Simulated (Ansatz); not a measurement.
Geometry optimisation, Ansatz, RHF/def2-SVPD.

The input (input.yaml):

```yaml
crystal:
  periodic: [false, false, false]
  atoms:
    - { symbol: O, position_ang: [-1.1882, 2.0599, -0.1425] }
    - { symbol: Al, position_ang: [-0.1168, 0.9751, 0.7572] }
    - { symbol: C, position_ang: [0.0294, -0.9201, 0.1768] }
    - { symbol: S, position_ang: [1.14129, -1.81828, 1.33917] }
    - { symbol: H, position_ang: [-0.6693, 2.483, -0.8877] }
    - { symbol: H, position_ang: [0.7347, 1.5391, 1.9947] }
    - { symbol: H, position_ang: [-1.01664, -1.40539, 0.29761] }
    - { symbol: H, position_ang: [0.34204, -0.97946, -0.81297] }
    - { symbol: H, position_ang: [0.95083, -2.9911, 0.59157] }
basis:
  gaussian: { orbitals: def2-SVPD }
hamiltonian:
  xc: hf
relax:
  f_tol: 0.015
  max_steps: 40
```

Command:

```bash
$ ansatz run input.yaml --threads 2 --pin off --max-ram 3072MiB --backend cpu --events-out ev --progress --plain --runs-dir out
```

Task: Where does it end, and by what steps?

Result: The run converged. The force dipped under the threshold on the way, but the program's further checks kept it going. After 15 steps the energy has fallen by 0.722 eV; H5 moved furthest, 0.72 Å.

```tsv
step	energy less start (eV)	largest force component (eV/Å)	accepted
0	0.0000	3.163	yes
1	-0.4116	1.336	yes
2	-0.4945	0.765	yes
3	-0.5360	0.567	yes
4	-0.6270	0.599	yes
5	-0.6989	0.513	yes
6	-0.7175	0.133	yes
7	-0.7193	0.163	yes
8	-0.7205	0.072	yes
9	-0.7211	0.036	yes
10	-0.7213	0.005	yes
11	-0.7215	0.025	yes
12	-0.7215	0.023	yes
13	-0.7216	0.015	yes
14	-0.7215	0.020	no
15	-0.7216	0.004	yes
```

```xyz
9
Properties=species:S:1:pos:R:3
O -0.932 1.912 -0.433
Al 0.007 0.969 0.629
C 0.048 -0.952 0.186
S 1.064 -1.920 1.346
H -1.101 2.836 -0.428
H 0.758 1.629 1.844
H -0.977 -1.329 0.184
H 0.432 -1.065 -0.830
H 0.910 -3.137 0.816
```

Whether the end is a true minimum wasn't checked by a vibrational analysis.

Time of the run: 34 s on 2 threads of Arm Neoverse V2, with other jobs on the host, peak memory 0.29 GiB.
